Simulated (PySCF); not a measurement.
Species: C₆H₅F₃O₂.
Z-matrix (Å and degrees, PBE0-D3(BJ)/def2-SVP geometry), rows numbered from 1:
```
C 
O   1  1.4198
C   2  1.3004  1  115.17
C   3  1.3248  2  150.93  1    -0.12
C   3  1.4244  2  145.27  1   179.54
C   5  1.3289  3  154.55  4  -178.56
O   6  1.3975  5  125.96  3    -1.65
C   7  1.3313  6  120.58  5     8.40
F   8  1.3223  7  108.04  6   176.32
F   8  1.3379  7  112.92  6    56.68
F   8  1.3393  7  112.79  6   -64.42
H   1  1.0957  2  106.65  3  -178.87
H   1  1.1013  2  110.55  3    61.82
H   1  1.1014  2  110.53  3   -59.62
H   4  1.0853  3  152.12  5   179.40
H   6  1.0870  5  123.76  3   178.81
```

Method: PBE0-D3(BJ)/def2-SVP geometry optimisation, gas phase (PySCF).

Masses are those of the commonest isotopes; rigid-rotor values at the optimised geometry. The values belong to one conformer with, in the numbering `[CH3:1][O:2][C:3]1=[CH:4][C:5]/1=[CH:6]/[O:7][C:8]([F:9])([F:10])[F:11]`, C1–O2–C3–C4 0°, C5–C6–O7–C8 8°.

Q: Give the principal moments of inertia and the rotational constants in MHz.

A: Ia = 247.61, Ib = 655.89, Ic = 812.36 u·Å²; 505379 MHz·u·Å²/I gives A = 2041, B = 770.5, C = 622.1 MHz.

Q: What kind of rotor is it?

A: An asymmetric top: κ = (2 × 770.5 − 2041 − 622.1)/(2041 − 622.1) = -0.79.

Q: Is it planar, by Δ = Ic − Ia − Ib?

A: Not planar: Δ = Ic − Ia − Ib = -91.13 u·Å². For a rigid frame Δ = −2 Σ m c², so Σ m c² = 45.57 u·Å² lies off the ab plane: 1.64 from hydrogen and 43.92 from heavier atoms. The atom farthest from that plane is 1.14 Å away.

Q: Give the coordinates in the principal-axis frame, origin at the centre of mass.

A: The sense of each axis is arbitrary; atoms in the order of the calculation.
```json
{"atom": "C1", "mass (u)": "12.000", "a (Å)": "3.325", "b (Å)": "-1.357", "c (Å)": "0.005"}
{"atom": "O2", "mass (u)": "15.995", "a (Å)": "1.961", "b (Å)": "-0.964", "c (Å)": "-0.035"}
{"atom": "C3", "mass (u)": "12.000", "a (Å)": "1.754", "b (Å)": "0.320", "c (Å)": "-0.006"}
{"atom": "C4", "mass (u)": "12.000", "a (Å)": "2.205", "b (Å)": "1.564", "c (Å)": "0.048"}
{"atom": "C5", "mass (u)": "12.000", "a (Å)": "0.767", "b (Å)": "1.347", "c (Å)": "-0.020"}
{"atom": "C6", "mass (u)": "12.000", "a (Å)": "-0.476", "b (Å)": "1.817", "c (Å)": "-0.047"}
{"atom": "O7", "mass (u)": "15.995", "a (Å)": "-1.642", "b (Å)": "1.050", "c (Å)": "-0.117"}
{"atom": "C8", "mass (u)": "12.000", "a (Å)": "-1.589", "b (Å)": "-0.275", "c (Å)": "0.003"}
{"atom": "F9", "mass (u)": "18.998", "a (Å)": "-2.828", "b (Å)": "-0.738", "c (Å)": "-0.020"}
{"atom": "F10", "mass (u)": "18.998", "a (Å)": "-1.016", "b (Å)": "-0.672", "c (Å)": "1.145"}
{"atom": "F11", "mass (u)": "18.998", "a (Å)": "-0.911", "b (Å)": "-0.860", "c (Å)": "-0.993"}
{"atom": "H12", "mass (u)": "1.008", "a (Å)": "3.338", "b (Å)": "-2.451", "c (Å)": "-0.046"}
{"atom": "H13", "mass (u)": "1.008", "a (Å)": "3.796", "b (Å)": "-1.022", "c (Å)": "0.943"}
{"atom": "H14", "mass (u)": "1.008", "a (Å)": "3.873", "b (Å)": "-0.937", "c (Å)": "-0.853"}
{"atom": "H15", "mass (u)": "1.008", "a (Å)": "3.007", "b (Å)": "2.292", "c (Å)": "0.108"}
{"atom": "H16", "mass (u)": "1.008", "a (Å)": "-0.722", "b (Å)": "2.875", "c (Å)": "-0.024"}
```

Q: List the rotational levels J(Ka,Kc) to J = 5 (K).

A: Above 0(0,0), as E/k:
J = 1: 1(0,1) 0.067, 1(1,1) 0.128, 1(1,0) 0.135
J = 2: 2(0,2) 0.200, 2(1,2) 0.254, 2(1,1) 0.276, 2(2,1) 0.459, 2(2,0) 0.459
J = 3: 3(0,3) 0.398, 3(1,3) 0.444, 3(1,2) 0.487, 3(2,2) 0.659, 3(2,1) 0.662, 3(3,1) 0.982, 3(3,0) 0.982
J = 4: 4(0,4) 0.660, 4(1,4) 0.696, 4(1,3) 0.767, 4(2,3) 0.926, 4(2,2) 0.935, 4(3,2) 1.251, 4(3,1) 1.251, 4(4,1) 1.701, 4(4,0) 1.701
J = 5: 5(0,5) 0.983, 5(1,5) 1.010, 5(1,4) 1.116, 5(2,4) 1.259, 5(2,3) 1.278, 5(3,3) 1.587, 5(3,2) 1.587, 5(4,2) 2.037, 5(4,1) 2.037, 5(5,1) 2.616, 5(5,0) 2.616
Those of J = 1 are B + C, A + C and A + B.

Q: Predict some low-J microwave lines.

A: The dipole components are |μa| = 5.27 D, |μb| = 0.17 D, |μc| = 0.14 D. The squared components, which scale the intensities, stand as 1.00 : 0.00 : 0.00 (a : b : c). Some lines, for components of 0.1 D or more:

```
type  branch         J(Ka,Kc)   MHz  lower level (cm⁻¹)
   b       R  3(1,2) ← 2(2,1)   581               0.319
   a       Q  3(1,2) ← 3(1,3)   890               0.308
   c       Q  1(1,1) ← 1(0,1)  1270               0.046
   a       R  3(0,3) ← 2(0,2)  4129               0.139
   a       R  3(2,2) ← 2(2,1)  4178               0.319
   a       R  3(2,1) ← 2(2,0)  4226               0.319
   b       Q  2(2,1) ← 2(1,2)  4257               0.177
   c       R  2(1,1) ← 1(0,1)  4353               0.046
   b       R  2(2,1) ← 1(1,0)  6745               0.094
   b       R  3(2,1) ← 2(1,2)  8495               0.177
```

PBE0-D3(BJ)/def2-SVP frequencies: not computed here. No vibrational averaging or centrifugal distortion is included, and the geometry carries the error of its method. A rigid rotor knows nothing of internal rotation, which can split or shift real lines.
